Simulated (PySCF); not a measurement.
**Solvent effects on NMR parameters**

Structure with atom numbers: `[F:1][C:2]([F:3])([F:4])[C:5]([F:6])([F:7])[C:8]1=[CH:9][CH:10]=[CH:11][SiH2:12]1`. Each H is labelled by its parent atom.

GIAO PBE0/pcSseg-1 in PySCF on one PBE0-D3(BJ)/def2-SVP conformer, non-relativistic, equivalent nuclei averaged. Solvents enter as an IEF-PCM continuum (cyclohexane with ε = 2.0, dimethylsulfoxide with ε = 46.8) around the gas-phase geometry. Shifts are referred to CFCl3, TMS computed in the same medium.

In cyclohexane, δ in ppm: F1/F3/F4 -95.9, F6/F7 -128.6, C9 162.0, C10 157.3, C11 143.8, C8 137.7, C2 125.3, C5 119.0, Si12 -38.0, H(C9) 7.56, H(C10) 7.39, H(C11) 6.92, H(Si12) 4.83. Dipole moment 3.30 D.

Task: How does each δ change in the more polar medium?

Result: 
```json
{"atoms": "F1/F3/F4", "environment": "fluorine of a CF3 group", "Δδ, dimethylsulfoxide": "+1.3"}
{"atoms": "F6/F7", "environment": "fluorine of a CF2 group", "Δδ, dimethylsulfoxide": "+1.1"}
{"atoms": "C9", "environment": "alkene CH", "Δδ, dimethylsulfoxide": "+2.5"}
{"atoms": "C10", "environment": "alkene CH", "Δδ, dimethylsulfoxide": "+1.6"}
{"atoms": "C11", "environment": "alkene CH", "Δδ, dimethylsulfoxide": "+1.7"}
{"atoms": "C8", "environment": "fully substituted alkene carbon", "Δδ, dimethylsulfoxide": "-1.1"}
{"atoms": "C2", "environment": "CF3 carbon", "Δδ, dimethylsulfoxide": "+0.7"}
{"atoms": "C5", "environment": "allylic fully substituted sp3 carbon bonded to 2 F", "Δδ, dimethylsulfoxide": "+1.0"}
{"atoms": "Si12", "environment": "silicon bonded to 2 C, 2 H, in a 5-membered ring", "Δδ, dimethylsulfoxide": "+0.1"}
{"atoms": "H(C9)", "environment": "hydrogen on an alkene CH", "Δδ, dimethylsulfoxide": "+0.16"}
{"atoms": "H(C10)", "environment": "hydrogen on an alkene CH", "Δδ, dimethylsulfoxide": "+0.15"}
{"atoms": "H(C11)", "environment": "hydrogen on an alkene CH", "Δδ, dimethylsulfoxide": "+0.18"}
{"atoms": "H(Si12)", "environment": "hydrogen on a silicon bonded to 2 C, in a 5-membered ring", "Δδ, dimethylsulfoxide": "-0.01"}
```

Changes are relative to cyclohexane. The dipole moment becomes 3.69 D in dimethylsulfoxide.

Task: Which nuclei move most (in ppm), and what does the model miss?

Result: C9 (alkene CH, +2.5 ppm) in dimethylsulfoxide. A continuum only polarises the solute; specific hydrogen bonds, the anisotropy of aromatic solvents and changes of geometry or conformer are outside it.
